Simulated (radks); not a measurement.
Results of a calculation; reference values are marked as such.
The oxygen anion O- inside a hard spherical wall (all orbitals vanish at R), configuration held at [He] 2s2 2p5 and not refilled when levels cross. Level of theory: non-relativistic Kohn-Sham, LDA (Slater exchange, VWN5 correlation), spin-polarised, spherical densities, point nucleus; open shells are filled with parallel spins first (a radial shooting solver on a logarithmic mesh with Libxc functionals). Eigenvalues in eV for spin up, with the zero of energy where the potential of the charges vanishes at infinity; a dash marks a level that is unbound or too diffuse for the functional's potential to be trusted. A positive occupied level is held by the wall or, in an anion where self-interaction has pushed it up, behind a barrier. The pressure on the wall is -dE/dV.

R (bohr)	E (hartree)	kinetic (hartree)	e(1s)	e(2s)	e(2p)	e(3s, empty)	e(3p, empty)	pressure (GPa)
20	-74.60712	74.234	-498.94	-13.673	0.497	2.111	2.309	0.000785
12	-74.60601	74.232	-498.45	-13.181	0.958	3.896	4.653	0.00462
8	-74.60210	74.246	-497.90	-12.674	1.434	6.346	8.204	0.101
6	-74.58776	74.301	-496.80	-11.796	2.294	9.999	13.154	1.02
4	-74.46610	74.761	-491.97	-8.448	5.875	23.512	28.869	25.0
3.5	-74.33886	75.223	-488.48	-6.200	8.404	32.659	38.458	69.8
3	-74.05403	76.201	-482.34	-2.263	12.877	48.587	54.264	221
2	-71.44184	83.547	-449.07	21.883	39.082	142.29	138.85	3670
